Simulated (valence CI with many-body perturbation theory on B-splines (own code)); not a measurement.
**Sb12+: calculated level list**

Computed by configuration interaction combined with many-body perturbation theory (CI+MBPT): three valence electrons over a frozen Dirac-Fock core [Kr], a basis of 7 s, 7 p, 8 d, 6 f, 4 g, 1 h functions for each j, with the one-electron correlation potential Σ1 (screened to all orders), the two-electron term Σ2, the three-electron term Σ3, Breit, model QED; selected single and double excitations, second order for the rest, scaled by the run's own slope (own B-spline code, finite nucleus).

No measured spectrum was set against this ion. As an estimate, terms of the open shell hold to 2 to 4 % of their energy, and close levels can change places. Excitations out of the core, of the other parity, are not computed and may begin above about 55.5 eV (a cautious bound); beyond it only levels of the ground parity were kept, without lifetimes.

Levels 1 to 35 of 35, with energies above the lowest level, 4d³ ⁴F_3/2. "Leading %" is the weight of the configuration and term that name the level; weights of strongly mixed levels are sums over their largest components and can fall short. Lifetimes count E1, E2, E3, M1 and M2 decay at the calculated energies, and are blank where another channel may lead or the interval is too uncertain; long ones can be off by a factor of two.

```
No.  Configuration  Term     J  E (cm⁻¹)  Leading %  Lifetime  Second component
  1            4d³    ⁴F   3/2         0         90                  9 % 4d³ ²D
  2            4d³    ⁴F   5/2      6891         97   76.5 ms                  
  3            4d³    ⁴F   7/2     13424         93   91.5 ms        6 % 4d³ ²G
  4            4d³    ⁴F   9/2     18786         76    285 ms       20 % 4d³ ²G
  5            4d³    ⁴P   3/2     23689         57   34.0 ms       29 % 4d³ ²P
  6            4d³    ⁴P   1/2     26104         80    229 ms       20 % 4d³ ²P
  7            4d³    ²G   7/2     32863         90   13.6 ms        7 % 4d³ ⁴F
  8            4d³    ²H   9/2     33897         56   19.0 ms       25 % 4d³ ²G
  9            4d³    ⁴P   5/2     35398         94   46.0 ms        5 % 4d³ ²D
 10            4d³    ²D   3/2     40805         49   5.71 ms       34 % 4d³ ⁴P
 11            4d³    ²P   1/2     43529         80   13.8 ms       20 % 4d³ ⁴P
 12            4d³    ²H  11/2     46161        100   45.2 ms                  
 13            4d³    ²D   5/2     50573         93   9.13 ms                  
 14            4d³    ²G   9/2     50674         54   8.72 ms       40 % 4d³ ²H
 15            4d³    ²P   3/2     58205         58   5.77 ms       32 % 4d³ ²D
 16            4d³    ²F   7/2     62299         96   16.7 ms                  
 17            4d³    ²F   5/2     62371         91   20.4 ms        8 % 4d³ ²D
 18            4d³    ²D   3/2     95092         99   3.96 ms                  
 19            4d³    ²D   5/2     95481         90   2.49 ms        7 % 4d³ ²F
 20          4d²5s    ⁴F   3/2    636900         93                6 % 4d²5s ²D
 21          4d²5s    ⁴F   5/2    640180         75               17 % 4d²5s ²F
 22          4d²5s    ⁴F   7/2    649270         93                7 % 4d²5s ²F
 23          4d²5s    ²F   5/2    654340         72               22 % 4d²5s ⁴F
 24          4d²5s    ⁴F   9/2    657930         94                6 % 4d²5s ²G
 25          4d²5s    ⁴P   1/2    663050         91                5 % 4d²5s ²P
 26          4d²5s    ²F   7/2    666300         82               12 % 4d²5s ²G
 27          4d²5s    ⁴P   5/2    666350         53               37 % 4d²5s ²D
 28          4d²5s    ⁴P   3/2    667060         73               22 % 4d²5s ²D
 29          4d²5s    ²D   3/2    671020         44               29 % 4d²5s ²P
 30          4d²5s    ²P   1/2    676140         92                6 % 4d²5s ⁴P
 31          4d²5s    ²D   5/2    682260         51               45 % 4d²5s ⁴P
 32          4d²5s    ²G   9/2    682410         94                6 % 4d²5s ⁴F
 33          4d²5s    ²G   7/2    683220         87               11 % 4d²5s ²F
 34          4d²5s    ²P   3/2    687530         69               26 % 4d²5s ²D
 35          4d²5s    ²S   1/2    728380         94
```

Names give the largest LS component (configuration and term), which can be under half, so a name can repeat, a term be missing and a line seem to break the LS rules; names also repeat where a configuration has a term twice.

The ionisation energy to 4d² ³F2 of the next ion comes out as 265.74 eV (NIST: 265 ± 3 eV (theoretical)). All 35 levels together are meant to be complete up to 447680 cm⁻¹.
